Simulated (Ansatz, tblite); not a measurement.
Isomers of Al₃Cl₃ (singlet), found by a short tight-binding search and relaxed with r2SCAN-D4/def2-SVP in Ansatz.

The xTB rows come from tblite. Correlated methods freeze 30 core orbitals.

Run but left out: HF/def2-TZVPP (A: restricted singlet, unstable towards broken spin symmetry); PBE-QIDH/def2-TZVP (A: restricted singlet, unstable in another Hartree–Fock run and untested here).

A: The restricted singlet is unstable towards broken spin symmetry in Hartree–Fock (as tested in another run); at PBE-D4/def2-TZVP, r2SCAN-D4/def2-TZVP, B97M-V/def2-TZVP, PBE0-D4/def2-TZVP this wasn't settled. At CCSD(T)/def2-TZVPP the restricted singlet (for correlated methods, its reference) is unstable: a solution with broken spin symmetry lies lower. B: The restricted singlet is unstable towards broken spin symmetry in Hartree–Fock (as tested in another run); at PBE-D4/def2-TZVP, r2SCAN-D4/def2-TZVP, B97M-V/def2-TZVP, PBE0-D4/def2-TZVP this wasn't settled. At CCSD(T)/def2-TZVPP the restricted singlet (for correlated methods, its reference) is unstable: a solution with broken spin symmetry lies lower.

Other spin states weren't relaxed.

A:

Cartesian coordinates in Å:
```
Al 0.790 1.316 -0.785
Al -1.130 0.032 0.626
Al 1.326 -1.030 0.136
Cl 2.511 -1.550 1.832
Cl -0.285 1.522 -2.632
Cl -3.212 -0.290 0.823
```

B:

```xyz
6

Al   -0.521   -1.563    0.413
Al   -1.926    0.552    0.034
Al    0.595    0.836   -0.410
Cl   -0.358    1.994    1.376
Cl   -0.318   -3.413   -0.614
Cl    2.528    1.594   -0.799
```

Q: Estimate which lies lowest at each level, and how far above it the others are (kcal/mol).

A: 
```json
{"level": "GFN1-xTB", "A": "0.0", "B": "6.6"}
{"level": "GFN2-xTB", "A": "0.0", "B": "9.6"}
{"level": "PBE-D4/def2-TZVP", "A": "3.4", "B": "0.0"}
{"level": "r2SCAN-D4/def2-TZVP", "A": "3.4", "B": "0.0"}
{"level": "B97M-V/def2-TZVP", "A": "2.6", "B": "0.0"}
{"level": "PBE0-D4/def2-TZVP", "A": "3.6", "B": "0.0"}
{"level": "MP2/def2-TZVPP", "A": "3.8", "B": "0.0"}
{"level": "CCSD/def2-TZVPP", "A": "2.6", "B": "0.0"}
{"level": "CCSD(T)/def2-TZVPP", "A": "3.2", "B": "0.0"}
```
Point groups (tolerance 0.1 Å): A not assigned, B not assigned. Lower isomers may exist.
